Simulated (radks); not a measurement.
All-electron atom: W36+ in [Kr] 4d2.

Calculated with a radial shooting solver on a logarithmic mesh with Libxc functionals: Dirac Kohn-Sham, BLYP, spin-unpolarised, spherical densities, finite nucleus; open shells fill j = l - 1/2 first; Fermi nuclear charge, rms radius 5.3658 fm.

Energy parts (eV):
| part | energy |
|---|---|
| total | -419405.19 |
| kinetic | 475068.77 |
| electron-nucleus | -986073.80 |
| Hartree | 98832.66 |
| exchange-correlation | -7232.82 |

Orbitals (lengths in bohr, moments of r in powers of bohr; r(max) is where P^2 peaks; r(90%) holds 90 % of the orbital's charge):
| orbital | occ. | eigenvalue (eV) | r(90%) | <r> | r(max) | <r^2> |
|---|---|---|---|---|---|---|
| 1s1/2 | 2 | -70902.34 | 0.0334 | 0.01835 | 0.01146 | 0.0004632 |
| 2s1/2 | 2 | -13495.24 | 0.120 | 0.07692 | 0.06587 | 0.007056 |
| 2p1/2 | 2 | -12975.86 | 0.106 | 0.06363 | 0.04896 | 0.005037 |
| 2p3/2 | 4 | -11622.40 | 0.116 | 0.07157 | 0.05579 | 0.006234 |
| 3s1/2 | 2 | -4241.842 | 0.292 | 0.1987 | 0.1847 | 0.04522 |
| 3p1/2 | 2 | -4013.604 | 0.283 | 0.1886 | 0.1729 | 0.04138 |
| 3p3/2 | 4 | -3713.987 | 0.302 | 0.2026 | 0.1866 | 0.04757 |
| 3d3/2 | 4 | -3334.426 | 0.274 | 0.1769 | 0.1459 | 0.03663 |
| 3d5/2 | 6 | -3268.852 | 0.280 | 0.1813 | 0.1497 | 0.03831 |
| 4s1/2 | 2 | -1885.009 | 0.578 | 0.4078 | 0.3991 | 0.1871 |
| 4p1/2 | 2 | -1787.475 | 0.580 | 0.4053 | 0.3952 | 0.1861 |
| 4p3/2 | 4 | -1695.927 | 0.609 | 0.4268 | 0.4179 | 0.2061 |
| 4d3/2 | 2 | -1538.101 | 0.608 | 0.4169 | 0.4023 | 0.1989 |
| 4d5/2 | 0 | -1518.542 | 0.616 | 0.4230 | 0.4086 | 0.2046 |

The highest occupied level is 4d3/2 at -1538.1 eV. Summed over all electrons, <r^2> = 2.758 bohr^2, which gives a Langevin (diamagnetic) susceptibility term of -2.18 x 10^-6 cm^3/mol. The density falls to 0.001 e/bohr^3 at r = 1.09 bohr. The electron density at the nucleus is 1.427e+06 e/bohr^3. For comparison, the ionisation energy in NIST's Atomic Spectra Database is 1569 eV (semi-empirical). In exact Kohn-Sham theory the highest level is minus the ionisation energy, but local and semilocal functionals leave it too shallow, through self-interaction and a potential that decays too fast; potentials with the right tail come closer.

Beside tabulated values, note that spin-unpolarised runs miss the spin-polarisation part of the exchange energy of open shells.
